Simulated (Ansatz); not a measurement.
`OC(S)=[Se]` + `O[SiH3]` → `OC(=[Se])O[SiH3]` + H₂S  (substitution at a C–S bond)

Program: Ansatz. Geometries: PBE0-D4/def2-TZVP. ΔE: electronic, gas phase. CCSD(T)/CBS adds triple-zeta CCSD(T) − MP2 to the extrapolated MP2 energy (def2 sets, frozen cores). This one scheme is used for every species. DFT in def2-TZVPP. B3LYP here is the variant with VWN-RPA as its local correlation; programs differ in this. For Se outer-core shells are correlated without core-valence functions, which leaves a few kJ/mol of doubt a bond. Scalar relativity is left out up to krypton. Each species was taken in one conformer, which may not be the lowest.

`OC(S)=[Se]`:

Z-matrix (Å, degrees):
```
C
S 1 1.735
Se 1 1.783 2 127.2
O 1 1.327 2 109.2 3 180.0
H 2 1.340 1 94.4 3 -0.0
H 4 0.970 1 107.0 2 180.0
```

`O[SiH3]`:

Z-matrix (Å, degrees):
```
Si
O 1 1.648
H 1 1.489 2 111.7
H 1 1.489 2 111.7 3 120.9
H 1 1.481 2 105.9 3 -119.6
H 2 0.957 1 117.9 3 -60.5
```

`OC(=[Se])O[SiH3]`:

Z-matrix (Å, degrees):
```
Si
O 1 1.704
H 1 1.480 2 100.7
H 1 1.476 2 110.1 3 -117.3
H 1 1.476 2 110.1 3 117.3
C 2 1.302 1 121.5 3 180.0
Se 6 1.800 2 125.2 1 0.0
O 6 1.318 2 110.7 1 -180.0
H 8 0.967 6 107.1 2 180.0
```

H₂S:

```xyz
3

S    -0.591   -0.103   -0.154
H     0.553   -0.044   -0.851
H     0.038    0.147    1.004
```

```csv
species,B3LYP-D4 energy (Eh)
`OC(S)=[Se]`,-2914.39224
`O[SiH3]`,-367.23038
`OC(=[Se])O[SiH3]`,-2882.20148
H₂S,-399.42766
```

Q: Work out ΔE.

A: ΔE = (-2882.20148) + (-399.42766) − (-2914.39224) − (-367.23038) = -0.00652 Eh = -17.1 kJ/mol. CCSD(T)/CBS gives -15.8 kJ/mol.

Largest T1 diagnostic among the species: 0.017.

From PBE to PBE0 (25 % exact exchange), in def2-TZVPP and without D4, ΔE moves by −5.7 kJ/mol. In def2-TZVPP, CCSD(T) changes the Hartree–Fock value by +13.5 kJ/mol (the triples alone add +2.9 kJ/mol) and MP2 by +22.6 kJ/mol.
